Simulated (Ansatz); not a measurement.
Cost and result for the atomization energy of `C[SiH](C)[SiH2]Cl` (14 atoms, 13 bonds).

Cartesian coordinates in Å:
```
C -1.8189 -0.3549 -0.1653
Si -0.1745 0.5345 -0.2923
C 0.9273 -0.2389 -1.5959
Si 0.9098 0.4257 1.7808
Cl 1.2072 -1.5831 2.2141
H -2.3327 -0.3537 -1.1301
H -2.4724 0.1230 0.5677
H -1.6694 -1.3934 0.1398
H -0.4000 1.9768 -0.6086
H 1.1605 -1.2739 -1.3346
H 1.8685 0.3064 -1.6934
H 0.4311 -0.2368 -2.5698
H 2.2492 1.0720 1.7872
H 0.1143 0.9962 2.9003
```

Charge 0, multiplicity 1. The structure was optimised at the PBE0-D4/def2-TZVP level. It is one conformer, not always the lowest. Program: Ansatz. All runs use 2 threads of an AMD EPYC 7R13 on a shared host and a share of an NVIDIA H100 80 GB. Times are those of one run each, without the atoms' runs, and a repeat can differ threefold. Electronic energies, without spin–orbit coupling; frozen cores. CCSD(T)/CBS adds CCSD(T) − MP2 in def2-TZVPP to the MP2 limit, and its time is that of the two runs behind it. T1 = 0.010. B3LYP takes the VWN-RPA correlation (the form of Gaussian; ORCA's B3LYP/G).

CCSD(T)/CBS is a level of theory with its own doubt, some kJ/mol a heavy atom from the limit and from the frozen cores, so smaller differences don't rank the functionals.

```json
{"level": "ωB97X-V/def2-TZVPP", "functions": "314", "wall time": "3 s", "atomization (kJ/mol)": "4875.2", "difference from CCSD(T)/CBS": "22.0", "per bond": "1.7"}
{"level": "PBE-D4/def2-TZVPP (with forces)", "functions": "314", "wall time": "3.1 s", "atomization (kJ/mol)": "4866.9", "difference from CCSD(T)/CBS": "13.7", "per bond": "1.1"}
{"level": "MP2/def2-QZVPP", "functions": "594", "wall time": "3.2 s", "atomization (kJ/mol)": "4821.4", "difference from CCSD(T)/CBS": "-31.8", "per bond": "-2.4"}
{"level": "B3LYP-D4/def2-TZVPP (with forces)", "functions": "314", "wall time": "3.3 s", "atomization (kJ/mol)": "4841.9", "difference from CCSD(T)/CBS": "-11.3", "per bond": "-0.9"}
{"level": "PBE0-D4/def2-TZVPP", "functions": "314", "wall time": "3.5 s", "atomization (kJ/mol)": "4844.5", "difference from CCSD(T)/CBS": "-8.7", "per bond": "-0.7"}
{"level": "r2SCAN-D4/def2-TZVPP (with forces)", "functions": "314", "wall time": "3.6 s", "atomization (kJ/mol)": "4861.8", "difference from CCSD(T)/CBS": "8.6", "per bond": "0.7"}
{"level": "B2PLYP/def2-TZVPP", "functions": "314", "wall time": "3.8 s", "atomization (kJ/mol)": "4782.5", "difference from CCSD(T)/CBS": "-70.7", "per bond": "-5.4"}
{"level": "CCSD(T)/def2-TZVPP", "functions": "314", "wall time": "4.2 s", "atomization (kJ/mol)": "4736.7", "difference from CCSD(T)/CBS": "-116.5", "per bond": "-9.0"}
{"level": "ωB97M-V/def2-TZVPP (with forces)", "functions": "314", "wall time": "6.5 s", "atomization (kJ/mol)": "4861.0", "difference from CCSD(T)/CBS": "7.8", "per bond": "0.6"}
{"level": "CCSD(T)/CBS(def2)", "functions": "–", "wall time": "7.4 s", "atomization (kJ/mol)": "4853.2", "difference from CCSD(T)/CBS": "0.0", "per bond": "0.0"}
```

In def2-TZVPP, CCSD(T) changes the Hartree–Fock value by +1016.8 kJ/mol (the triples alone add +50.5 kJ/mol) and MP2 by +1032.7 kJ/mol; breaking electron pairs costs correlation energy, which Hartree–Fock lacks. The D4 term adds +55.0 kJ/mol with B3LYP and +29.6 kJ/mol with PBE0; it sums over pairs of atoms, weighted by their polarisabilities, and B3LYP, whose exchange is more repulsive, gets the larger term. From PBE to PBE0 (25 % exact exchange), in def2-TZVPP and without D4, the atomization energy moves by −17.7 kJ/mol: exact exchange takes away binding that semilocal exchange gives to molecules.
